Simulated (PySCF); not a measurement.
PySCF 2.14 output of an unrestricted B2PLYP calculation on a single atom or ion in aug-cc-pVQZ (6s5p4d3f2g, 80 functions), with the non-relativistic Hamiltonian (point nucleus):

```
SCF conv_tol = 1e-09
number electrons alpha = 5  beta = 3
    A. D. Becke.,  Phys. Rev. A 38, 3098 (1988)
    C. Lee, W. Yang, and R. G. Parr.,  Phys. Rev. B 37, 785 (1988)
    B. Miehlich, A. Savin, H. Stoll, and H. Preuss.,  Chem. Phys. Lett. 157, 200 (1989)
cycle= 1 E= -99.0373528916975  delta_E= -0.00473  |g|= 0.019  |ddm|= 0.146
cycle= 2 E= -99.0374398430772  delta_E= -8.7e-05  |g|= 0.0035  |ddm|= 0.00897
cycle= 3 E= -99.0374436766245  delta_E= -3.83e-06  |g|= 0.000982  |ddm|= 0.0038
cycle= 4 E= -99.0374439119151  delta_E= -2.35e-07  |g|= 0.000157  |ddm|= 0.00122
cycle= 5 E= -99.0374439262449  delta_E= -1.43e-08  |g|= 1.96e-05  |ddm|= 0.000332
cycle= 6 E= -99.0374439264371  delta_E= -1.92e-10  |g|= 7.17e-07  |ddm|= 4.38e-05
converged SCF energy = -99.0374439264371  <S^2> = 2.0032469  2S+1 = 3.0021638
```

The run itself started from symmetry-adapted Hartree-Fock orbitals and held the occupation by maximum overlap, on a logarithmic radial grid, so the iterations belong to that start.

Task: Which element, charge and spin multiplicity is this?

Result: F⁺ (fluorine, charge +1), multiplicity 3; the state was [He] 2s2 2p4, high-spin 3P determinant. The SCF energy lacks the PT2 part of the double hybrid.
